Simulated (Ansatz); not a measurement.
Energy profile

The step: SiHBrF₂ ([F][SiH]([F])[Br]) + HCl → SiHClF₂ ([F][SiH]([F])[Cl]) + HBr; bonds formed: Si1–Cl7, Br2–H6; bonds broken: Si1–Br2, H6–Cl7 (atoms numbered as in the saddle structure below).

Si1  (-0.524, -0.048, -0.381)
Br2  (0.604, -1.463, 1.343)
F3  (-0.661, 0.995, -1.587)
F4  (-1.615, 0.463, 0.638)
H5  (-0.779, -1.283, -1.130)
H6  (1.546, 0.124, 1.003)
Cl7  (1.428, 1.211, 0.115)
(Å)

Electronic energies by CCSD(T) at an estimated basis limit (MP2 extrapolated from triple and quadruple zeta, plus CCSD(T) − MP2 in triple zeta), on PBE0-D4/def2-TZVP structures; SiH2BrClF2, singlet; no counterpoise correction. Computed with Ansatz 0.2.0 (basis: def2-TZVPP and def2-QZVPP); correlated methods freeze the cores. Filled d shells of the heavier atoms are correlated. The def2 sets are not built for correlating such inner shells, so the correlated values are less sure here. Extrapolation: Hartree–Fock as exp(−7.88 √X), correlation as X^−2.97.

(1) Give the profile in kcal/mol, counted from the separated reactants. (Judge from chemistry; the value comes from the calculation.)

No T1 diagnostic of these runs exceeds 0.011.

Answers

(1) The calculation gives:
| point | kcal/mol |
| --- | --- |
| separated: SiHBrF2 (linked as [F][SiH]([F])[Br]; Si1, Br2, F3, F4, H5; singlet) + HCl (H6, Cl7; singlet) | 0.00 |
| start structure | -1.36 |
| saddle | 34.58 |
| end structure | -3.54 |
| separated: SiHClF2 (linked as [F][SiH]([F])[Cl]; Si1, F3, F4, H5, Cl7; singlet) + HBr (Br2, H6; singlet) | -1.66 |

For scale, one of the runs: CCSD(T)/def2-TZVPP, 222 basis functions, launched by `ansatz run in.yaml --threads 8 --pin off --events-out ev --progress --plain --max-ram 19148MiB`. The run took 86 s on 8 CPU threads of an Arm Neoverse V2 (shared host), with 3.7 GiB of host memory at its peak.
